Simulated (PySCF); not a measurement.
PySCF input file for C2H10O2Si2, SMILES C([SiH3])[Si@H](O)OC, PBE-D3(BJ)/def2-SVP. Coordinates come from a PBE-D3(BJ)/def2-SVP optimisation. The structure was generated by enumeration; whether it is a known compound was not checked. Other conformers were not sampled.

```python
import numpy as np
from pyscf import gto, scf, dft, df
from pyscf.hessian import thermo

mol = gto.M(
    atom='''
    C     2.22767754   -0.41825868    1.49694114
    O     0.94016707   -0.02574444    1.06006427
    Si    0.63624012    0.63132636   -0.45683195
    O     1.08228888   -0.41342157   -1.69515590
    C    -1.20915758    0.95073933   -0.43046385
    Si   -2.18863882   -0.54545937    0.19863134
    H     2.93051222    0.44522902    1.55294465
    H     2.68103663   -1.18270732    0.82595485
    H     2.14160728   -0.85533192    2.51290313
    H     1.48639638    1.84314592   -0.69434415
    H     0.56315015   -1.23729894   -1.72770861
    H    -1.43426793    1.82495135    0.21690012
    H    -1.54418184    1.20581189   -1.45823059
    H    -2.08484912   -0.68816669    1.68856742
    H    -3.64355117   -0.43590516   -0.17686868
    H    -1.65303844   -1.80342176   -0.44344023
    ''',
    basis='def2-SVP',
    charge=0,
    spin=0,
    max_memory=1600,
    verbose=3,
)
mf = dft.RKS(mol, xc='pbe').density_fit(auxbasis='def2-universal-jkfit')
mf.disp = 'd3bj'
mf.grids.level = 3
mf.conv_tol = 1e-11
mf.max_cycle = 100
mf.kernel()

# [left out here: the lines that compute and print the analytic Hessian (its translational invariance restored by hand, since the grid's response is missing), thermochemistry and intensities]
```

It prints:

```
[...]
      13   H                -0.04 -0.07 -0.01    0.01  0.01  0.00    0.00  0.00 -0.00
      14   H                 0.04  0.12 -0.06    0.00  0.02 -0.01   -0.00 -0.00  0.00
      15   H                -0.06 -0.06  0.05    0.01  0.01 -0.01   -0.00 -0.00  0.00
Mode                                27                  28                  29
Irrep
Freq [cm^-1]                     1168.9222           1325.3013           1419.7009
Reduced mass [au]                   1.8216              1.0892              1.0528
Force const [Dyne/A]                1.4665              1.1272              1.2502
Char temp [K]                    1681.8187           1906.8135           2042.6335
Normal mode                   x     y     z       x     y     z       x     y     z
       0   C                 0.04 -0.06  0.12    0.00  0.00  0.00   -0.03  0.05  0.01
       1   O                -0.05  0.05 -0.10    0.00 -0.00  0.00   -0.01  0.01 -0.00
       2  Si                 0.00 -0.01  0.02   -0.00 -0.00  0.00    0.00  0.00  0.00
       3   O                -0.00 -0.00  0.00    0.00  0.00 -0.00    0.00 -0.00 -0.00
       4   C                 0.00 -0.00  0.00    0.04 -0.07  0.02   -0.00 -0.00 -0.00
       5  Si                -0.00 -0.00  0.00    0.00 -0.00 -0.00    0.00  0.00  0.00
       6   H                -0.12  0.08 -0.30    0.00 -0.00 -0.00    0.05 -0.01 -0.38
       7   H                -0.09  0.20 -0.25   -0.01  0.00 -0.00    0.33 -0.19  0.47
       8   H                 0.51 -0.13  0.13   -0.00 -0.00 -0.00    0.08 -0.60 -0.26
       9   H                 0.01 -0.00  0.03   -0.00 -0.01  0.00   -0.01 -0.00 -0.01
      10   H                 0.01 -0.00 -0.01    0.00 -0.00  0.01   -0.00  0.00 -0.00
      11   H                 0.00  0.00 -0.00   -0.25  0.30 -0.55    0.00  0.00  0.00
      12   H                 0.00 -0.00  0.00   -0.20  0.60  0.25   -0.00 -0.00  0.00
      13   H                 0.01  0.01  0.00   -0.01  0.01 -0.00   -0.00 -0.00  0.00
      14   H                 0.00  0.01 -0.00    0.00 -0.01  0.00    0.00 -0.00  0.00
      15   H                 0.01  0.00 -0.00   -0.02 -0.00 -0.00   -0.00  0.00 -0.00
Mode                                30                  31                  32
Irrep
Freq [cm^-1]                     1421.5219           1425.6275           2133.7468
Reduced mass [au]                   1.1114              1.0485              1.0382
Force const [Dyne/A]                1.3232              1.2556              2.7848
Char temp [K]                    2045.2536           2051.1606           3069.9865
Normal mode                   x     y     z       x     y     z       x     y     z
       0   C                 0.06 -0.01  0.05   -0.05 -0.02  0.02    0.00  0.00 -0.00
       1   O                 0.02 -0.01  0.02   -0.01 -0.00  0.01   -0.00  0.00 -0.00
       2  Si                -0.00  0.00 -0.01    0.00 -0.00  0.00    0.00 -0.00 -0.00
       3   O                -0.00  0.00  0.00   -0.00 -0.00 -0.00   -0.00  0.00  0.00
       4   C                 0.00 -0.00  0.00   -0.00  0.00 -0.00   -0.00 -0.00 -0.00
       5  Si                -0.00 -0.00 -0.00    0.00  0.00  0.00    0.01 -0.03 -0.01
       6   H                -0.25  0.26 -0.48    0.44 -0.36 -0.29   -0.00 -0.00  0.00
       7   H                -0.17  0.09 -0.22    0.49  0.45 -0.17   -0.00 -0.00 -0.00
       8   H                -0.65 -0.12 -0.08   -0.19  0.18  0.07   -0.00 -0.00  0.00
       9   H                 0.01  0.01  0.01   -0.01  0.00 -0.01    0.00  0.01 -0.00
      10   H                 0.00 -0.00 -0.00   -0.00  0.00 -0.00   -0.00  0.00  0.00
      11   H                -0.00 -0.00  0.00   -0.00  0.00  0.00   -0.00 -0.01  0.00
      12   H                 0.01 -0.00 -0.00   -0.00  0.00  0.00   -0.00 -0.00 -0.00
      13   H                 0.00  0.00 -0.00   -0.00 -0.00  0.00    0.00 -0.01 -0.05
      14   H                -0.00  0.00 -0.00    0.00 -0.00 -0.00    0.03 -0.02 -0.00
      15   H                 0.00  0.00  0.00   -0.00  0.00  0.00   -0.35  0.82  0.42
Mode                                33                  34                  35
Irrep
Freq [cm^-1]                     2155.3324           2187.7694           2191.8366
Reduced mass [au]                   1.0392              1.0417              1.0429
Force const [Dyne/A]                2.8444              2.9376              2.9520
Char temp [K]                    3101.0435           3147.7130           3153.5648
Normal mode                   x     y     z       x     y     z       x     y     z
       0   C                -0.00  0.00 -0.00   -0.00  0.00 -0.00   -0.00  0.00 -0.00
       1   O                 0.00 -0.00  0.00   -0.00 -0.00  0.00   -0.00 -0.00  0.00
       2  Si                 0.00  0.00 -0.00   -0.02 -0.03  0.01   -0.00 -0.01  0.00
       3   O                 0.00 -0.00 -0.00   -0.00 -0.00 -0.00    0.00 -0.00  0.00
       4   C                 0.00 -0.00 -0.00    0.00 -0.00  0.00   -0.00 -0.00 -0.00
       5  Si                 0.03 -0.00  0.01    0.00  0.00  0.01   -0.00  0.00 -0.03
       6   H                 0.00 -0.00  0.00    0.00 -0.01  0.00    0.00 -0.00  0.00
       7   H                 0.00  0.00  0.00    0.00  0.00  0.00    0.00  0.00  0.00
       8   H                 0.00  0.00 -0.00    0.01  0.00 -0.00    0.00  0.00 -0.00
       9   H                -0.02 -0.04  0.01    0.54  0.78 -0.15    0.11  0.15 -0.03
      10   H                -0.00  0.00  0.00   -0.00 -0.00 -0.00   -0.00  0.00  0.00
      11   H                 0.00 -0.00 -0.00   -0.00 -0.00 -0.00    0.00 -0.00 -0.00
      12   H                 0.00  0.00  0.00   -0.00 -0.00  0.01    0.00  0.00 -0.00
      13   H                 0.02 -0.01  0.08   -0.01  0.02 -0.18    0.07 -0.09  0.95
      14   H                -0.94  0.08 -0.25   -0.06  0.00 -0.01    0.06 -0.01  0.00
      15   H                 0.00  0.02  0.01    0.01 -0.02 -0.01   -0.02  0.03  0.01
Mode                                36                  37                  38
Irrep
Freq [cm^-1]                     2920.5494           2992.3922           2994.6355
Reduced mass [au]                   1.0347              1.1051              1.0601
Force const [Dyne/A]                5.2001              5.8302              5.6010
Char temp [K]                    4202.0204           4305.3862           4308.6138
Normal mode                   x     y     z       x     y     z       x     y     z
       0   C                 0.05  0.00 -0.00   -0.01 -0.08 -0.03   -0.00 -0.00 -0.00
       1   O                 0.00 -0.00  0.00    0.00  0.00  0.00    0.00  0.00  0.00
       2  Si                -0.00  0.00 -0.00    0.00 -0.00 -0.00   -0.00 -0.00  0.00
       3   O                -0.00  0.00  0.00   -0.00  0.00  0.00    0.00  0.00 -0.00
       4   C                 0.00 -0.00  0.00   -0.00  0.00 -0.00    0.03 -0.06  0.02
       5  Si                -0.00 -0.00 -0.00   -0.00 -0.00  0.00    0.00  0.00 -0.00
       6   H                -0.42 -0.55 -0.04    0.39  0.50  0.02    0.01  0.01  0.00
       7   H                -0.23  0.41  0.36   -0.28  0.47  0.44   -0.01  0.01  0.01
       8   H                 0.04  0.14 -0.33    0.00  0.01 -0.08    0.00  0.00 -0.00
       9   H                -0.00 -0.00  0.00   -0.00  0.00 -0.00    0.00  0.00 -0.00
      10   H                 0.00  0.00 -0.00    0.00 -0.00  0.00   -0.00 -0.00  0.00
      11   H                 0.00 -0.00 -0.00    0.00 -0.01 -0.01   -0.14  0.54  0.42
      12   H                 0.00  0.00 -0.00    0.00 -0.00  0.01   -0.20  0.14 -0.63
      13   H                 0.00  0.00  0.00   -0.00  0.00 -0.00   -0.00  0.00 -0.00
      14   H                 0.00  0.00  0.00    0.00  0.00 -0.00   -0.00  0.00 -0.00
      15   H                 0.00  0.00  0.00   -0.00  0.00  0.00   -0.00  0.00  0.00
Mode                                39                  40                  41
Irrep
Freq [cm^-1]                     3040.3660           3060.0197           3742.3576
Reduced mass [au]                   1.1028              1.1026              1.0662
Force const [Dyne/A]                6.0063              6.0829              8.7978
Char temp [K]                    4374.4098           4402.6870           5384.4193
Normal mode                   x     y     z       x     y     z       x     y     z
       0   C                 0.03  0.03 -0.08    0.00 -0.00  0.00    0.00 -0.00  0.00
       1   O                -0.00 -0.00  0.00    0.00 -0.00  0.00   -0.00 -0.00 -0.00
       2  Si                 0.00 -0.00  0.00   -0.00 -0.00 -0.00    0.00  0.00 -0.00
       3   O                -0.00  0.00 -0.00    0.00  0.00  0.00    0.03  0.05  0.00
       4   C                -0.00 -0.00  0.00   -0.01 -0.03 -0.08    0.00 -0.00 -0.00
       5  Si                 0.00  0.00 -0.00   -0.00 -0.00 -0.00   -0.00 -0.00 -0.00
       6   H                -0.12 -0.16 -0.02   -0.00 -0.00 -0.00   -0.00 -0.00 -0.00
       7   H                -0.10  0.21  0.17   -0.00  0.00  0.00   -0.00  0.00  0.00
       8   H                -0.08 -0.35  0.81    0.00  0.00 -0.00   -0.00  0.00 -0.00
       9   H                -0.00  0.00  0.00   -0.00  0.00  0.00   -0.00 -0.00  0.00
      10   H                -0.00 -0.00  0.00   -0.00  0.00 -0.00   -0.50 -0.82 -0.05
      11   H                -0.00  0.00  0.00   -0.14  0.52  0.38    0.00 -0.00 -0.00
      12   H                -0.00  0.00 -0.00    0.21 -0.16  0.63   -0.00  0.00 -0.00
      13   H                -0.00 -0.00  0.00   -0.00 -0.00  0.00    0.00  0.00  0.00
      14   H                -0.00 -0.00  0.00    0.00 -0.00  0.00   -0.00  0.00  0.00
      15   H                -0.00 -0.00  0.00   -0.00  0.00  0.00   -0.00  0.00  0.00
temperature 298.1500 [K]
pressure 101325.00 [Pa]
Rotational constants [GHz] 3.03494 1.42890 1.18337
Symmetry number 1
Zero-point energy (ZPE) 0.11445 [Eh]   300496.405 [J/mol]
                           tot       elec      trans        rot        vib
Entropy [J/mol/K]       418.737      0.000    168.688    119.363    130.686
Cv [J/mol/K]            149.292      0.000     12.472     12.472    124.348
Cp [J/mol/K]            157.606      0.000     20.786     12.472    124.348
Internal energy [J/mol]                      3718.434   3718.434 320246.843
Internal energy [Eh]   -810.68975  -810.81456
Enthalpy [J/mol]                             6197.391   3718.434 320246.843
Enthalpy [Eh]          -810.68881
Gibbs free energy [J/mol]                  -44096.833 -31869.707 281282.918
Gibbs free energy [Eh] -810.73636
mode   freq/cm-1   IR/(km/mol)
   1       42.80         1.317
   2       70.53         0.846
   3       84.20         0.240
   4      105.09         3.660
   5      141.00         0.384
   6      181.43         4.603
   7      211.38         1.455
   8      289.81        43.195
   9      358.66        45.207
  10      372.32        60.846
  11      480.99         1.851
  12      547.90         1.836
  13      646.34        10.917
  14      695.17        59.319
  15      719.52        33.006
  16      744.49         5.447
  17      789.60        47.916
  18      821.35       284.390
  19      874.54       300.172
  20      884.35        48.594
  21      904.56       116.664
  22      912.52        65.870
  23      923.04        48.849
  24      978.48        14.381
  25     1028.80        79.404
  26     1115.22       206.588
  27     1134.93         0.434
  28     1168.92       103.034
  29     1325.30        10.576
  30     1419.70         4.442
  31     1421.52         3.172
  32     1425.63        10.009
  33     2133.75       105.706
  34     2155.33       136.144
  35     2187.77       153.952
  36     2191.84        68.150
  37     2920.55        83.661
  38     2992.39        35.615
  39     2994.64         0.400
  40     3040.37        25.524
  41     3060.02         0.111
  42     3742.36        45.419
max |gradient| / (hartree/bohr): 3.9677195401500596e-05
APT charges: [ 0.5671 -0.9883  1.6781 -0.7808 -0.6459  1.0098 -0.0608 -0.0504 -0.0356
 -0.2959  0.2813  0.0333  0.0281 -0.2254 -0.2578 -0.2569]
```

The run converged.

Cost: very roughly 10 core-minutes.
